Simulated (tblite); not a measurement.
Compound: C5H5F3Si.
SMILES with atom numbers: `[CH:1]#[C:2][SiH2:3]/[CH:4]=[CH:5]\[C:6]([F:7])([F:8])[F:9]` (hydrogens: H10 on C1; H11, H12 on Si3; H13 on C4; H14 on C5)

Computed with GFN2-xTB (tblite), gas phase: L-BFGS steps from a force-field or distance-geometry start until the largest atomic force falls under 0.01 eV/Å.

Step 14: E = -791.2261 eV
```
atom  x, y, z in Å  |  force x, y, z in eV/Å
C1      3.7002    0.0661    0.4252    0.010  -0.010  -0.020
C2      2.5470    0.3706    0.2739    0.003   0.003  -0.069
Si3     0.7959    0.9269    0.0609    0.003   0.063   0.052
C4     -0.0941   -0.4905   -0.8340    0.028  -0.047  -0.016
C5     -1.3413   -0.8958   -0.6577   -0.043   0.033   0.044
C6     -2.2502   -0.2576    0.3411   -0.066   0.026   0.028
F7     -3.4472   -0.8566    0.4003   -0.055  -0.053  -0.064
F8     -1.7712   -0.2784    1.5985   -0.009  -0.006   0.025
F9     -2.4954    1.0377    0.0551    0.029   0.060   0.056
H10     4.7078   -0.2106    0.5516   -0.003  -0.013   0.012
H11     0.7321    2.0973   -0.8204    0.012  -0.008  -0.040
H12     0.2546    1.1853    1.3857   -0.032   0.054   0.094
H13     0.4834   -1.0085   -1.5847    0.039  -0.069  -0.092
H14    -1.8224   -1.6863   -1.2178    0.084  -0.032  -0.010
```

Step 15: E = -791.2283 eV
```
atom  x, y, z in Å  |  force x, y, z in eV/Å
C1      3.6999    0.0657    0.4239   -0.015  -0.002  -0.024
C2      2.5483    0.3736    0.2686    0.026  -0.013  -0.055
Si3     0.7980    0.9290    0.0629   -0.025   0.065   0.010
C4     -0.0936   -0.4877   -0.8312   -0.017  -0.064  -0.005
C5     -1.3407   -0.8959   -0.6574   -0.084   0.045   0.087
C6     -2.2561   -0.2606    0.3411    0.006   0.043   0.008
F7     -3.4555   -0.8565    0.3934    0.005  -0.020  -0.063
F8     -1.7781   -0.2849    1.5997   -0.031  -0.028   0.008
F9     -2.4923    1.0384    0.0607    0.002   0.025   0.046
H10     4.7055   -0.2127    0.5521    0.043  -0.025   0.015
H11     0.7333    2.0940   -0.8243    0.009   0.012  -0.044
H12     0.2649    1.1933    1.3880   -0.056   0.050   0.120
H13     0.4824   -1.0061   -1.5824    0.057  -0.069  -0.094
H14    -1.8165   -1.6901   -1.2172    0.080  -0.020  -0.010
```

**Question.** Estimate the geometry and energy of step 16. (The exact step hangs on the optimiser's Hessian estimate; all steps are aligned on step 15, rigid shifts and turns removed.)

**Answer.** E = -791.2305 eV, largest force 0.135 eV/Å
```
atom  x, y, z in Å  |  force x, y, z in eV/Å
C1      3.6997    0.0651    0.4220   -0.028   0.002  -0.025
C2      2.5499    0.3768    0.2616    0.037  -0.023  -0.037
Si3     0.7995    0.9321    0.0653   -0.054   0.042  -0.022
C4     -0.0934   -0.4861   -0.8285   -0.039  -0.058   0.007
C5     -1.3411   -0.8953   -0.6559   -0.073   0.036   0.087
C6     -2.2624   -0.2627    0.3415    0.072   0.043  -0.015
F7     -3.4640   -0.8568    0.3847    0.063   0.025  -0.052
F8     -1.7860   -0.2922    1.6014   -0.059  -0.046  -0.004
F9     -2.4891    1.0399    0.0676   -0.029  -0.010   0.039
H10     4.7036   -0.2153    0.5529    0.069  -0.031   0.013
H11     0.7347    2.0906   -0.8292    0.004   0.032  -0.045
H12     0.2746    1.2027    1.3927   -0.065   0.040   0.111
H13     0.4820   -1.0049   -1.5815    0.044  -0.051  -0.059
H14    -1.8084   -1.6943   -1.2167    0.058  -0.001   0.002
```

The energy changes by -0.0023 eV. The first-order estimate −F·Δx gives -0.0031 eV and the mean of the old and new forces, exact on a quadratic surface, -0.0023 eV. The step makes an angle of 69° with the force vector and moves no atom by more than 0.014 Å.

The cost below is that of the whole relaxation. The run took 2.4 s wall on one thread of an Intel Xeon at 2.50 GHz, no GPU, shared host with 64 logical CPUs at a one-minute load of 62.
